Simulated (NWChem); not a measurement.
System: C2H3BF2O; SMILES FCB(F)C=O

Excerpt of the output:

```
             Northwest Computational Chemistry Package (NWChem) 7.3.0
             --------------------------------------------------------

 C1  symmetry detected

                             Geometry "geometry" -> ""
                             -------------------------

 Output coordinates in angstroms (scale by  1.889725989 to convert to a.u.)

  No.       Tag          Charge          X              Y              Z
 ---- ---------------- ---------- -------------- -------------- --------------
    1 O                    8.0000    -1.34475524     1.53321706    -0.42843492
    2 C                    6.0000    -0.76582131     1.01021843     0.51316392
    3 B                    5.0000     0.55078066     0.20397326     0.12146552
    4 F                    9.0000     1.69926381     0.86406580    -0.00020773
    5 C                    6.0000     0.50646949    -1.32345832    -0.25700719
    6 F                    9.0000    -0.72572510    -1.88270876     0.09204102
    7 H                    1.0000    -1.17460385     1.10689100     1.54608494
    8 H                    1.0000     1.30745939    -1.88381087     0.24859859
    9 H                    1.0000     0.66554565    -1.46145697    -1.33797176

 Effective nuclear repulsion energy (a.u.)     209.8023367299

                                 NWChem DFT Module
                                 -----------------

 Summary of "ao basis" -> "ao basis" (spherical)
 ------------------------------------------------------------------------------
       Tag                 Description            Shells   Functions and Types
 ---------------- ------------------------------  ------  ---------------------
 O                         def2-tzvp                11       31   5s3p2d1f
 C                         def2-tzvp                11       31   5s3p2d1f
 B                         def2-tzvp                11       31   5s3p2d1f
 F                         def2-tzvp                11       31   5s3p2d1f
 H                         def2-tzvp                 4        6   3s1p

            General Information
            -------------------
          SCF calculation type: DFT
          Wavefunction type:  closed shell.
          No. of atoms     :     9
          No. of electrons :    46
           Alpha electrons :    23
            Beta electrons :    23
          Charge           :     0
          Spin multiplicity:     1
          Use of symmetry is: off; symmetry adaption is: off
          Maximum number of iterations: 150
          AO basis - number of functions:   204
                     number of shells:    78
          Convergence on energy requested:  1.00D-06
          Convergence on density requested:  1.00D-05
          Convergence on gradient requested:  5.00D-04

              XC Information
              --------------
                    Becke 1988 Exchange Functional  1.000
              Lee-Yang-Parr Correlation Functional  1.000

             Grid Information
             ----------------
          Grid used for XC integration:  medium
          Radial quadrature: Mura-Knowles
          Angular quadrature: Lebedev.
          Tag              B.-S. Rad. Rad. Pts. Rad. Cut. Ang. Pts.
          ---              ---------- --------- --------- ---------
          O                   0.60       49          12.0       434
          C                   0.70       49          11.0       434
          B                   0.85       49           9.0       434
          F                   0.50       49          10.0       434
          H                   0.35       45          11.0       434
          Grid pruning is: on
          Number of quadrature shells:   429
          Spatial weights used:  Erf1

      Superposition of Atomic Density Guess
      -------------------------------------

 Sum of atomic energies:        -374.99726084

      Non-variational initial energy
      ------------------------------

 Total energy =    -377.094784
 1-e energy   =    -933.222747
 2-e energy   =     346.325627
 HOMO         =      -0.276275
 LUMO         =      -0.065253

------------------------------------------------------------
EAF file 0: "./job.aoints.0" size=801636352 bytes
------------------------------------------------------------
               write      read    awrite     aread      wait
               -----      ----    ------     -----      ----
     calls:     1529         0         0         0         0
   data(b): 8.02e+08  0.00e+00  0.00e+00  0.00e+00
   time(s): 0.00e+00  0.00e+00  0.00e+00  0.00e+00  0.00e+00
rate(mb/s): 0.00e+00  0.00e+00
------------------------------------------------------------

     ---------------------------------------------
      Total Density - Mulliken Population Analysis
     ---------------------------------------------

    Atom       Charge   Shell Charges
 -----------   ------   -------------------------------------------------------
    1 O    8     8.71   0.79  1.18  0.61  0.96  0.29  1.99  2.09  0.77  0.00  0.02  0.00
    2 C    6     5.55   0.86  1.12  0.56  0.65  0.12  0.97  0.95  0.21  0.03  0.07  0.01
    3 B    5     4.33   0.92  1.06  0.54  0.45  0.06  0.70  0.41  0.04  0.07  0.05  0.03
    4 F    9     9.41   0.77  1.20  0.61  1.00  0.32  2.35  2.32  0.83  0.00  0.01  0.00
    5 C    6     6.00   0.86  1.12  0.54  0.66  0.10  1.09  1.23  0.30  0.02  0.06  0.01
    6 F    9     9.39   0.77  1.20  0.61  1.00  0.32  2.33  2.31  0.84  0.00  0.01  0.00
    7 H    1     0.90   0.24  0.47  0.17  0.02
    8 H    1     0.85   0.24  0.45  0.15  0.02
    9 H    1     0.85   0.24  0.45  0.14  0.02

   convergence    iter        energy       DeltaE   RMS-Dens  Diis-err
 ---------------- ----- ----------------- --------- --------- ---------
 d= 0,ls=0.0,diis     1   -377.6912618110 -5.87D+02  1.12D-02  2.18D+00
 d= 0,ls=0.0,diis     2   -375.9334212441  1.76D+00  9.48D-03  1.71D+01
 d= 0,ls=0.0,diis     3   -377.8087428504 -1.88D+00  3.46D-03  9.22D-01
 d= 0,ls=0.0,diis     4   -377.8565527281 -4.78D-02  1.35D-03  4.87D-01
 d= 0,ls=0.0,diis     5   -377.8934519635 -3.69D-02  4.18D-04  1.98D-02
  Resetting Diis
 d= 0,ls=0.0,diis     6   -377.8951494493 -1.70D-03  1.33D-04  1.72D-03
 d= 0,ls=0.0,diis     7   -377.8953315716 -1.82D-04  9.98D-05  1.67D-04
 d= 0,ls=0.0,diis     8   -377.8952544474  7.71D-05  7.05D-05  1.07D-03
 d= 0,ls=0.0,diis     9   -377.8953438432 -8.94D-05  1.25D-05  3.82D-05
 d= 0,ls=0.0,diis    10   -377.8953470461 -3.20D-06  4.24D-06  2.10D-06
 d= 0,ls=0.0,diis    11   -377.8953472764 -2.30D-07  6.67D-07  6.41D-08

         Total DFT energy =     -377.895347276413
      One electron energy =     -936.571698338386
           Coulomb energy =      394.375666193283
    Exchange-Corr. energy =      -45.501651861258
 Nuclear repulsion energy =      209.802336729947

 Numeric. integr. density =       46.000000969409

                       DFT Final Molecular Orbital Analysis
                       ------------------------------------

 Vector   21  Occ=2.000000D+00  E=-3.091938D-01
              MO Center= -1.4D-01, -1.7D+00, -8.9D-02, r^2= 1.6D+00
   Bfn.  Coefficient  Atom+Function         Bfn.  Coefficient  Atom+Function
  ----- ------------  ---------------      ----- ------------  ---------------
   163      0.382265  6 F  pz               166      0.297166  6 F  pz
   169      0.225433  6 F  pz               194     -0.174432  8 H  s
   200      0.170945  9 H  s                132     -0.165695  5 C  pz
   161      0.159722  6 F  px               195     -0.131937  8 H  s
   164      0.124243  6 F  px               201      0.116692  9 H  s

 Vector   22  Occ=2.000000D+00  E=-2.915717D-01
              MO Center= -5.7D-02, -1.1D+00, -6.2D-02, r^2= 2.6D+00
   Bfn.  Coefficient  Atom+Function         Bfn.  Coefficient  Atom+Function
  ----- ------------  ---------------      ----- ------------  ---------------
   162      0.328457  6 F  py               165      0.255664  6 F  py
    66     -0.242097  3 B  s                131     -0.213723  5 C  py
   168      0.205292  6 F  py                69      0.177957  3 B  py
   100     -0.139026  4 F  py                72      0.137310  3 B  py
   163      0.129089  6 F  pz               134     -0.123892  5 C  py

 Vector   23  Occ=2.000000D+00  E=-2.155820D-01
              MO Center= -9.2D-01,  1.2D+00,  1.6D-02, r^2= 2.2D+00
   Bfn.  Coefficient  Atom+Function         Bfn.  Coefficient  Atom+Function
  ----- ------------  ---------------      ----- ------------  ---------------
     6      0.293813  1 O  px                 8     -0.237923  1 O  pz
     9      0.236209  1 O  px               189      0.220832  7 H  s
    12      0.196920  1 O  px                36     -0.189455  2 C  s
    11     -0.187633  1 O  pz               188      0.186749  7 H  s
    66     -0.182728  3 B  s                  7     -0.149143  1 O  py

 Vector   24  Occ=0.000000D+00  E=-9.983426D-02
              MO Center= -7.6D-01,  1.0D+00,  2.6D-01, r^2= 2.1D+00
   Bfn.  Coefficient  Atom+Function         Bfn.  Coefficient  Atom+Function
  ----- ------------  ---------------      ----- ------------  ---------------
    38     -0.295591  2 C  py                44     -0.293621  2 C  py
    13      0.282087  1 O  py                41     -0.282375  2 C  py
     7      0.274794  1 O  py                10      0.214154  1 O  py
    37     -0.191239  2 C  px                40     -0.190188  2 C  px
    43     -0.181216  2 C  px                 6      0.169308  1 O  px

 Vector   25  Occ=0.000000D+00  E=-7.724760D-02
              MO Center=  4.5D-01,  1.3D-01,  1.7D-01, r^2= 2.6D+00
   Bfn.  Coefficient  Atom+Function         Bfn.  Coefficient  Atom+Function
  ----- ------------  ---------------      ----- ------------  ---------------
    70      0.392287  3 B  pz                73      0.372226  3 B  pz
   201      0.360863  9 H  s                195     -0.325955  8 H  s
    76      0.253672  3 B  pz                67      0.243888  3 B  s
     5      0.202194  1 O  s                129     -0.185804  5 C  s
   101     -0.175570  4 F  pz               107     -0.172219  4 F  pz

 Vector   26  Occ=0.000000D+00  E= 1.938175D-03
              MO Center=  8.7D-01, -6.6D-01,  1.5D-01, r^2= 7.1D+00
   Bfn.  Coefficient  Atom+Function         Bfn.  Coefficient  Atom+Function
  ----- ------------  ---------------      ----- ------------  ---------------
   129      3.306245  5 C  s                 67     -2.546520  3 B  s
    36      1.225606  2 C  s                195     -1.146769  8 H  s
   201     -0.972813  9 H  s                189     -0.627369  7 H  s
   136      0.511395  5 C  px                75      0.498159  3 B  py
   137      0.394812  5 C  py                72      0.373706  3 B  py

------------------------------------------------------------
EAF file 0: "./job.aoints.0" size=1101529088 bytes
------------------------------------------------------------
               write      read    awrite     aread      wait
               -----      ----    ------     -----      ----
     calls:     2101        10         0     21000     21000
   data(b): 1.10e+09  5.24e+06  0.00e+00  1.10e+10
   time(s): 0.00e+00  0.00e+00  0.00e+00  0.00e+00  0.00e+00
rate(mb/s): 0.00e+00  0.00e+00
------------------------------------------------------------

     ---------------------------------------------
      Total Density - Mulliken Population Analysis
     ---------------------------------------------

    Atom       Charge   Shell Charges
 -----------   ------   -------------------------------------------------------
    1 O    8     8.23   0.79  1.18  0.63  0.88  0.35  1.89  1.71  0.76  0.00  0.02  0.00
    2 C    6     5.88   0.86  1.11  0.57  0.63  0.10  1.28  0.98  0.22  0.03  0.08  0.01
    3 B    5     4.82   0.92  1.05  0.54  0.43  0.06  1.01  0.52  0.09  0.08  0.10  0.04
    4 F    9     9.19   0.77  1.20  0.63  0.93  0.39  2.31  2.05  0.90  0.00  0.01  0.00
    5 C    6     5.94   0.85  1.12  0.55  0.58  0.09  1.32  1.06  0.27  0.02  0.06  0.01
    6 F    9     9.24   0.77  1.20  0.63  0.95  0.38  2.30  2.05  0.95  0.00  0.01  0.00
    7 H    1     0.93   0.28  0.49  0.14  0.02
    8 H    1     0.89   0.28  0.48  0.11  0.02
    9 H    1     0.89   0.28  0.48  0.11  0.02

     -------------------------------------------
      Total Density - Lowdin Population Analysis
     -------------------------------------------

    Atom       Charge   Shell Charges
 -----------   ------   -------------------------------------------------------
    1 O    8     7.83   0.87  1.09  0.54  0.59  0.33  1.72  1.75  0.87  0.00  0.07  0.01
    2 C    6     6.18   0.91  1.04  0.38  0.34  0.19  1.09  1.15  0.47  0.05  0.47  0.08
    3 B    5     5.61   0.95  0.99  0.33  0.26  0.13  0.86  0.77  0.28  0.16  0.65  0.23
    4 F    9     8.63   0.86  1.10  0.57  0.65  0.34  2.14  2.02  0.93  0.00  0.02  0.00
    5 C    6     6.25   0.91  1.04  0.37  0.33  0.17  1.12  1.27  0.52  0.03  0.41  0.07
    6 F    9     8.90   0.86  1.10  0.60  0.69  0.37  2.14  2.09  1.01  0.00  0.03  0.00
    7 H    1     0.89   0.26  0.40  0.18  0.06
    8 H    1     0.85   0.26  0.38  0.16  0.06
    9 H    1     0.85   0.25  0.38  0.16  0.06

     Multipole analysis of the density
     ---------------------------------

     L   x y z        total         alpha         beta         nuclear
     -   - - -        -----         -----         ----         -------
     0   0 0 0      0.000000    -23.000000    -23.000000     46.000000

     1   1 0 0      0.735185      0.367593      0.367593     -0.000000
     1   0 1 0     -0.393363     -0.196682     -0.196682      0.000000
     1   0 0 1      0.455201      0.227601      0.227601      0.000000

     2   2 0 0    -27.554566   -112.519634   -112.519634    197.484701
     2   1 1 0     -1.277438      6.183277      6.183277    -13.643992
     2   1 0 1     -1.229337      1.494322      1.494322     -4.217980
     2   0 2 0    -27.680522   -158.784738   -158.784738    289.888953
     2   0 1 1      2.137907     -1.890234     -1.890234      5.918375
     2   0 0 2    -23.185392    -25.586185    -25.586185     27.986978
```

Level: BLYP/def2-TZVP. Coordinates come from a B3LYP/6-31G* (spherical d) optimisation.

Question: Reconstruct the input file.

Answer: One answer among several that fit: the input that was run:
```
start job
memory heap 200 mb stack 900 mb global 1100 mb
geometry units angstroms noautoz
  O     -1.007184     1.714080    -0.469874
  C     -0.516897     1.139997     0.492076
  B      0.619888     0.084696     0.130193
  F      1.868120     0.512996    -0.037187
  C      0.286311    -1.424764    -0.167312
  F     -1.021096    -1.727263     0.222663
  H     -0.880612     1.362098     1.522492
  H      0.979405    -2.098409     0.359034
  H      0.396101    -1.643400    -1.241080
end
basis spherical
  * library def2-tzvp
end
dft
  xc becke88 lyp
  iterations 150
  semidirect filesize 400000000
  mulliken
end
task dft energy
```
